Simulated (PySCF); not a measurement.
SMILES CCc1ccccc1OC at its GFN2-xTB optimised geometry (Å):

```
22

C     -1.8858    -2.3422     1.4553
C     -1.8006    -1.7968     0.0289
C     -1.0502    -0.4960     0.0000
C     -1.7172     0.7157     0.0076
C     -1.0293     1.9186     0.0115
C      0.3511     1.9093     0.0075
C      1.0436     0.7090     0.0000
C      0.3535    -0.4960     0.0000
O      0.9520    -1.7254    -0.0045
C      2.3541    -1.7918    -0.0471
H     -2.4438    -3.2757     1.4723
H     -2.3839    -1.6263     2.1060
H     -0.8876    -2.5270     1.8431
H     -2.8080    -1.6457    -0.3637
H     -1.2851    -2.5245    -0.5996
H     -2.7980     0.7161     0.0077
H     -1.5694     2.8533     0.0164
H      0.9031     2.8377     0.0097
H      2.1222     0.7281    -0.0033
H      2.5983    -2.8533    -0.0633
H      2.7547    -1.3162    -0.9486
H      2.8080    -1.3322     0.8375
```

Method: PySCF with PBE/def2-SVP.

Map of the Laplacian of the electron density (e/bohr⁵) on the plane z = 0.6 Å:

```
|*****************************|
|*****************************|
|*****************************|
|*****************************|
|********#####*#####**********|
|*******#############*********|
|*******#############*********|
|*******#############*********|
|*******#############*********|
|*****######*###*######*******|
|****###################******|
|****########%##########******|
|****###########%#*#####******|
|****###################******|
|****######*############******|
|*****######*###*#########****|
|*****############%#######****|
|*****##########%@@%##*+###***|
|****####%######@@@@%#. ###***|
|****####*-#%###@@%@%#+*###***|
|****####*-*####%@@@%%#####***|
|*****###########%%#######****|
|*****####################****|
|*****########***#########****|
|*****#######********####*****|
|******####*******************|
|*****************************|
|*****************************|
|*****************************|
```
Scale: ten equal steps from -1.04 (start of ' ') to 0.459 (end of '@'), in the order ' .:-=+*#%@'; x runs from -5.00 to 5.00, y from -5.00 (bottom) to 5.00 (top).
